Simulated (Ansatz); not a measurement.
Geometry optimisation, RKS PBE/def2-SVP in Ansatz 0.2.0.

Input file:

```yaml
crystal:
  periodic: [false, false, false]
  atoms:
    - { symbol: "N", position_ang: [-0.4531, 1.8507, -0.8376] }
    - { symbol: C, position_ang: [0.5377, 1.5588, -0.1868] }
    - { symbol: Zn, position_ang: [1.6125, -0.1449, -0.0015] }
    - { symbol: Si, position_ang: [-0.0778, -1.5637, 0.6503] }
    - { symbol: H, position_ang: [-0.9648, 1.1998, -1.4745] }
    - { symbol: H, position_ang: [1.0312, 2.3018, 0.4538] }
    - { symbol: H, position_ang: [-0.36306, -0.21283, 1.12191] }
    - { symbol: H, position_ang: [-1.32041, -2.1668, 0.15161] }
    - { symbol: H, position_ang: [0.38565, -2.42909, 1.83971] }
basis:
  gaussian: { orbitals: def2-SVP }
hamiltonian:
  xc: pbe
relax:
  f_tol: 0.015
  max_steps: 40
```

Launched with:

```bash
$ ansatz run input.yaml --threads 2 --pin off --max-ram 3072MiB --backend cpu --events-out ev --progress --plain --runs-dir out
```

Problem. Where does it end, and by what steps?

Solution. The forces met the threshold. After 17 steps the energy has fallen by 1.901 eV; H7 moved furthest, 2.18 Å.

| step | energy less start (eV) | largest force component (eV/Å) | accepted |
| --- | --- | --- | --- |
| 0 | 0.0000 | 3.947 | yes |
| 1 | -0.6490 | 0.751 | yes |
| 2 | -0.9826 | 0.541 | yes |
| 3 | -1.1648 | 0.379 | yes |
| 4 | -1.3032 | 0.366 | yes |
| 5 | -1.4197 | 0.338 | yes |
| 6 | -1.5275 | 0.829 | yes |
| 7 | -1.6341 | 0.746 | yes |
| 8 | -1.7068 | 0.802 | yes |
| 9 | -1.7866 | 0.552 | yes |
| 10 | -1.8337 | 0.398 | yes |
| 11 | -1.8788 | 0.128 | yes |
| 12 | -1.8835 | 0.413 | yes |
| 13 | -1.8926 | 0.247 | yes |
| 14 | -1.9000 | 0.065 | yes |
| 15 | -1.9000 | 0.051 | yes |
| 16 | -1.9006 | 0.020 | yes |
| 17 | -1.9007 | 0.013 | yes |

```xyz
9
Properties=species:S:1:pos:R:3
N 0.055 2.702 -1.384
C 0.734 1.987 -0.556
Zn 0.294 0.210 0.244
Si -0.289 -1.917 1.162
H -0.840 2.236 -1.633
H 1.710 2.448 -0.257
H -1.341 -1.806 2.239
H -0.835 -2.862 0.116
H 0.901 -2.605 1.786
```

The run took 64 s on 2 threads of Arm Neoverse N1, with other jobs on the host, peak memory 0.15 GiB.
